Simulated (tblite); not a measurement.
A geometry optimisation, step by step.

Species: C2H7B2F3Si.
Numbering: `[BH2:1][SiH:2]([BH2:3])[C:4]([F:5])([F:6])[CH2:7][F:8]` (hydrogens: H9, H10 on B1; H11 on Si2; H12, H13 on B3; H14, H15 on C7)

Computed with GFN2-xTB (tblite), gas phase: L-BFGS steps from a force-field or distance-geometry start until the largest atomic force falls under 0.01 eV/Å. 11 of its 150 geometries are shown.

Step 0: E = -711.6675 eV, largest atomic force 2.851 eV/Å
```
atom  x, y, z in Å  |  force x, y, z in eV/Å
B1      2.179   -1.025   -0.042   -0.556  -1.162  -0.471
Si2     0.718    0.255   -0.275    2.692   0.907  -0.240
B3      1.127    2.004    0.450   -1.707   1.391   0.626
C4     -0.797   -0.509    0.489   -0.846  -0.990   0.349
F5     -0.999   -0.116    1.797   -0.044  -0.469  -0.776
F6     -0.570   -1.894    0.486   -0.392   0.534   0.619
C7     -1.980   -0.282   -0.418   -0.547  -0.741   0.412
F8     -3.119   -0.851    0.150    0.322   0.701  -0.534
H9      1.966   -2.028    0.566    0.470   0.574   0.029
H10     2.979   -1.079   -0.892    0.318   0.138   0.286
H11     0.495    0.382   -1.716   -0.405  -0.140  -0.380
H12     0.958    2.958   -0.267    0.658  -0.519   0.393
H13     0.919    2.260    1.616    0.622  -0.263  -0.732
H14    -2.107    0.789   -0.623   -0.373  -0.297   0.165
H15    -1.773   -0.855   -1.343   -0.210   0.337   0.254
```

Step 15: E = -712.3610 eV, largest atomic force 0.128 eV/Å
```
atom  x, y, z in Å  |  force x, y, z in eV/Å
B1      2.215   -1.113   -0.144    0.028  -0.038  -0.006
Si2     0.835    0.278   -0.312    0.026  -0.009   0.104
B3      0.967    2.079    0.476    0.002   0.021   0.021
C4     -0.800   -0.561    0.440   -0.124  -0.031  -0.001
F5     -1.016   -0.103    1.715    0.016   0.050  -0.002
F6     -0.628   -1.914    0.595    0.029  -0.006  -0.012
C7     -2.027   -0.317   -0.420   -0.018   0.029  -0.041
F8     -3.189   -0.800    0.120    0.075   0.023   0.025
H9      2.103   -1.996    0.612    0.027   0.046   0.057
H10     3.145   -1.141   -0.849    0.029   0.075  -0.009
H11     0.404    0.349   -1.732   -0.034  -0.003  -0.110
H12     1.047    3.027   -0.206    0.019  -0.075  -0.013
H13     0.979    2.279    1.629    0.000  -0.106  -0.021
H14    -2.153    0.759   -0.566   -0.055   0.028   0.011
H15    -1.884   -0.819   -1.382   -0.019  -0.003  -0.003
```

Step 30: E = -712.3948 eV, largest atomic force 0.087 eV/Å
```
atom  x, y, z in Å  |  force x, y, z in eV/Å
B1      2.281   -1.067   -0.125   -0.014   0.014  -0.015
Si2     0.812    0.213   -0.386   -0.017  -0.011  -0.015
B3      0.992    1.972    0.470    0.032   0.017  -0.012
C4     -0.843   -0.545    0.402   -0.003  -0.025  -0.009
F5     -1.013   -0.035    1.666    0.003  -0.015  -0.019
F6     -0.698   -1.895    0.600   -0.009  -0.014  -0.019
C7     -2.093   -0.291   -0.423    0.015  -0.013   0.002
F8     -3.224   -0.794    0.163    0.002   0.038  -0.021
H9      2.283   -1.873    0.721   -0.031   0.046   0.008
H10     3.224   -1.020   -0.815   -0.003   0.016  -0.004
H11     0.379    0.304   -1.814    0.018  -0.037   0.077
H12     1.126    2.939   -0.171    0.018   0.030   0.004
H13     0.991    2.093    1.633    0.006  -0.014  -0.013
H14    -2.236    0.787   -0.549   -0.008  -0.025   0.028
H15    -1.986   -0.780   -1.396   -0.010  -0.006   0.008
```

Step 45: E = -712.4018 eV, largest atomic force 0.046 eV/Å
```
atom  x, y, z in Å  |  force x, y, z in eV/Å
B1      2.285   -1.013   -0.105   -0.002  -0.022  -0.003
Si2     0.782    0.211   -0.404    0.009  -0.013  -0.008
B3      1.016    1.960    0.456    0.013   0.000  -0.002
C4     -0.857   -0.572    0.389   -0.011  -0.001  -0.019
F5     -1.016   -0.086    1.663    0.022  -0.023  -0.008
F6     -0.716   -1.926    0.555    0.009  -0.001  -0.013
C7     -2.110   -0.291   -0.422   -0.044   0.004   0.000
F8     -3.245   -0.770    0.173   -0.037  -0.017   0.022
H9      2.305   -1.775    0.779    0.008   0.011   0.015
H10     3.222   -0.967   -0.802    0.003   0.001   0.007
H11     0.355    0.238   -1.831   -0.003   0.031   0.026
H12     1.211    2.934   -0.158    0.006  -0.004  -0.015
H13     1.029    2.047    1.621   -0.010   0.017   0.000
H14    -2.235    0.790   -0.534    0.012   0.029   0.000
H15    -2.030   -0.773   -1.400    0.026  -0.013  -0.001
```

Step 60: E = -712.4077 eV, largest atomic force 0.046 eV/Å
```
atom  x, y, z in Å  |  force x, y, z in eV/Å
B1      2.285   -0.979   -0.072    0.001  -0.020  -0.010
Si2     0.762    0.209   -0.408   -0.008   0.006   0.031
B3      1.044    1.957    0.438   -0.002  -0.002   0.004
C4     -0.870   -0.610    0.363    0.032   0.005  -0.006
F5     -0.996   -0.205    1.668   -0.015   0.021  -0.013
F6     -0.725   -1.973    0.446    0.000  -0.005  -0.026
C7     -2.136   -0.288   -0.412    0.005  -0.005   0.017
F8     -3.270   -0.747    0.201   -0.016  -0.011   0.018
H9      2.331   -1.676    0.863   -0.003   0.005   0.011
H10     3.219   -0.956   -0.774   -0.003   0.000  -0.007
H11     0.322    0.276   -1.826    0.015  -0.014  -0.041
H12     1.319    2.897   -0.198    0.004  -0.004   0.006
H13     1.033    2.075    1.601   -0.023   0.013   0.000
H14    -2.241    0.796   -0.517    0.015  -0.007   0.013
H15    -2.081   -0.769   -1.393   -0.001   0.018   0.003
```

Step 74: E = -712.4144 eV, largest atomic force 0.117 eV/Å
```
atom  x, y, z in Å  |  force x, y, z in eV/Å
B1      2.284   -0.956   -0.028   -0.003   0.029  -0.007
Si2     0.759    0.215   -0.419    0.046  -0.016  -0.103
B3      1.036    1.963    0.416   -0.027   0.012  -0.005
C4     -0.858   -0.649    0.308   -0.116  -0.009   0.016
F5     -0.937   -0.343    1.642    0.009   0.025   0.049
F6     -0.707   -2.014    0.284   -0.030  -0.025  -0.045
C7     -2.164   -0.272   -0.379    0.005   0.001  -0.005
F8     -3.270   -0.748    0.276    0.077   0.018  -0.015
H9      2.361   -1.552    0.972    0.006  -0.024   0.021
H10     3.185   -1.011   -0.768    0.018  -0.022   0.003
H11     0.391    0.258   -1.863   -0.031  -0.006   0.051
H12     1.478    2.837   -0.216    0.033   0.060  -0.022
H13     0.873    2.156    1.556   -0.035  -0.028   0.013
H14    -2.253    0.819   -0.417   -0.003  -0.027   0.020
H15    -2.183   -0.695   -1.388    0.050   0.012   0.030
```

Step 89: E = -712.4298 eV, largest atomic force 0.076 eV/Å
```
atom  x, y, z in Å  |  force x, y, z in eV/Å
B1      2.290   -0.969    0.015    0.013   0.006   0.045
Si2     0.796    0.216   -0.461   -0.022  -0.003   0.020
B3      0.971    1.997    0.343   -0.033  -0.010   0.026
C4     -0.818   -0.679    0.258    0.062  -0.015  -0.017
F5     -0.812   -0.529    1.621    0.016   0.032  -0.014
F6     -0.705   -2.037    0.062    0.013  -0.018  -0.009
C7     -2.151   -0.218   -0.306    0.008   0.001   0.018
F8     -3.209   -0.783    0.353   -0.076   0.002  -0.008
H9      2.389   -1.423    1.088   -0.018   0.011  -0.015
H10     3.145   -1.201   -0.746    0.005  -0.001  -0.017
H11     0.445    0.208   -1.905   -0.013   0.017  -0.004
H12     1.662    2.807   -0.141   -0.017  -0.039  -0.017
H13     0.465    2.268    1.362    0.008  -0.009  -0.028
H14    -2.249    0.866   -0.209    0.029   0.045   0.046
H15    -2.224   -0.515   -1.355    0.027  -0.019  -0.025
```

Step 104: E = -712.4352 eV, largest atomic force 0.040 eV/Å
```
atom  x, y, z in Å  |  force x, y, z in eV/Å
B1      2.288   -0.974    0.035    0.024   0.016  -0.028
Si2     0.803    0.206   -0.479    0.008  -0.017   0.003
B3      0.921    1.995    0.311    0.004  -0.010  -0.003
C4     -0.795   -0.708    0.237    0.000  -0.014   0.012
F5     -0.740   -0.598    1.605   -0.015  -0.014   0.010
F6     -0.709   -2.058   -0.007    0.005   0.002   0.003
C7     -2.129   -0.193   -0.270    0.004   0.006  -0.003
F8     -3.199   -0.783    0.349   -0.006   0.003   0.000
H9      2.396   -1.363    1.131   -0.004  -0.004   0.006
H10     3.121   -1.271   -0.729   -0.005  -0.002   0.013
H11     0.458    0.208   -1.924    0.002  -0.004  -0.013
H12     1.700    2.762   -0.102   -0.017   0.007  -0.004
H13     0.292    2.314    1.242    0.002   0.008   0.003
H14    -2.199    0.883   -0.085   -0.009  -0.001  -0.006
H15    -2.213   -0.412   -1.338    0.005   0.025   0.006
```

Step 119: E = -712.4373 eV, largest atomic force 0.028 eV/Å
```
atom  x, y, z in Å  |  force x, y, z in eV/Å
B1      2.305   -0.969    0.031    0.014  -0.012   0.015
Si2     0.799    0.185   -0.475    0.013  -0.003   0.012
B3      0.909    1.979    0.305   -0.011   0.004   0.010
C4     -0.801   -0.715    0.256   -0.005   0.001  -0.022
F5     -0.759   -0.602    1.623    0.000   0.002  -0.008
F6     -0.729   -2.066    0.017   -0.007  -0.004  -0.007
C7     -2.121   -0.178   -0.270    0.000   0.010  -0.008
F8     -3.214   -0.768    0.307    0.014   0.001   0.001
H9      2.409   -1.372    1.122   -0.001  -0.003   0.001
H10     3.154   -1.236   -0.726   -0.008   0.007  -0.002
H11     0.448    0.175   -1.919   -0.003  -0.006  -0.005
H12     1.636    2.772   -0.152   -0.014   0.003   0.004
H13     0.321    2.276    1.270    0.021   0.006  -0.018
H14    -2.182    0.895   -0.064   -0.009  -0.011   0.004
H15    -2.180   -0.369   -1.346   -0.003   0.004   0.022
```

Step 134: E = -712.4400 eV, largest atomic force 0.035 eV/Å
```
atom  x, y, z in Å  |  force x, y, z in eV/Å
B1      2.322   -0.967    0.078   -0.025  -0.003  -0.024
Si2     0.809    0.161   -0.467   -0.007   0.010  -0.003
B3      0.883    1.977    0.265    0.005  -0.006   0.020
C4     -0.805   -0.737    0.236    0.004  -0.003  -0.003
F5     -0.749   -0.699    1.606    0.010   0.003  -0.009
F6     -0.763   -2.073   -0.079   -0.005  -0.001  -0.001
C7     -2.118   -0.144   -0.244    0.009   0.001   0.000
F8     -3.216   -0.763    0.290    0.011  -0.005  -0.007
H9      2.418   -1.385    1.165   -0.006   0.015  -0.017
H10     3.181   -1.206   -0.677    0.017  -0.007   0.027
H11     0.489    0.114   -1.920    0.002  -0.009   0.025
H12     1.523    2.800   -0.264    0.004   0.006  -0.013
H13     0.367    2.269    1.271   -0.006  -0.007  -0.003
H14    -2.166    0.910    0.049    0.002  -0.005  -0.013
H15    -2.180   -0.250   -1.331   -0.015   0.011   0.021
```

Step 149: E = -712.4414 eV, largest atomic force 0.009 eV/Å
```
atom  x, y, z in Å  |  force x, y, z in eV/Å
B1      2.317   -0.962    0.105    0.004   0.001  -0.001
Si2     0.815    0.156   -0.489   -0.004  -0.001   0.001
B3      0.871    1.975    0.233    0.002   0.005   0.000
C4     -0.796   -0.750    0.207    0.000  -0.005   0.001
F5     -0.708   -0.768    1.577    0.000   0.003   0.001
F6     -0.777   -2.073   -0.161    0.002  -0.003  -0.004
C7     -2.113   -0.125   -0.215    0.001   0.001   0.001
F8     -3.205   -0.769    0.303    0.002  -0.002   0.001
H9      2.374   -1.359    1.202   -0.002   0.000  -0.002
H10     3.207   -1.212   -0.609    0.001   0.000   0.001
H11     0.511    0.084   -1.942    0.000  -0.002   0.000
H12     1.482    2.809   -0.312   -0.004  -0.006   0.004
H13     0.367    2.257    1.249    0.001   0.000  -0.002
H14    -2.149    0.910    0.136   -0.001   0.009   0.000
H15    -2.198   -0.167   -1.305   -0.001  -0.001  -0.002
```

Task: Summarise the path.

Result: The energy falls by 17.85 kcal/mol from step 0 to step 149; nine tenths of that is first reached at step 17. It falls at every step. The largest force goes from 2.851 to 0.009 eV/Å. Among the bonds Si2–C4 changes most, from 1.861 to 1.975 Å; the atoms move by 0.567 Å rms after alignment.

Task: Follow the three bonds and two angles with the largest change from start to end.

Result: 
```tsv
step	E above end (kcal/mol)	largest force (eV/Å)	Si2–C4 (Å)	B3–H13 (Å)	B3–H12 (Å)	C4–Si2–H11 (°)	B1–Si2–H11 (°)
0	17.85	2.851	1.861	1.212	1.205	108.4	106.7
6	3.06	0.376	1.977	1.174	1.173	99.8	106.8
13	1.94	0.121	1.987	1.167	1.169	98.4	107.8
19	1.62	0.166	1.994	1.170	1.171	97.0	110.0
26	1.20	0.110	1.977	1.169	1.169	98.0	112.4
32	1.05	0.091	1.986	1.168	1.167	99.4	112.3
39	0.97	0.084	1.983	1.168	1.168	99.1	112.1
45	0.91	0.046	1.981	1.169	1.168	98.8	112.1
52	0.84	0.075	1.982	1.169	1.168	98.1	113.4
58	0.79	0.043	1.980	1.169	1.168	98.2	114.9
65	0.75	0.054	1.979	1.168	1.168	98.9	114.7
71	0.68	0.078	1.981	1.169	1.169	99.5	114.3
78	0.54	0.122	1.983	1.169	1.168	99.2	113.6
84	0.39	0.142	1.973	1.169	1.171	98.8	113.7
91	0.23	0.163	1.975	1.162	1.168	99.5	114.3
97	0.16	0.041	1.976	1.167	1.169	99.6	115.6
104	0.14	0.040	1.974	1.168	1.169	99.5	115.5
110	0.12	0.028	1.974	1.169	1.168	99.5	115.6
117	0.10	0.033	1.976	1.169	1.169	99.5	115.5
123	0.07	0.056	1.975	1.167	1.168	99.1	114.6
130	0.05	0.019	1.975	1.169	1.169	98.9	114.6
136	0.03	0.060	1.976	1.170	1.171	99.0	114.8
143	0.00	0.021	1.975	1.169	1.169	99.1	115.0
149	0.00	0.009	1.975	1.169	1.169	99.0	115.1
```

What follows is the cost of the whole relaxation. Time: 1.0 s of wall time. Hardware: Arm Neoverse V1, one thread, shared host with 32 logical CPUs at a one-minute load of 30.
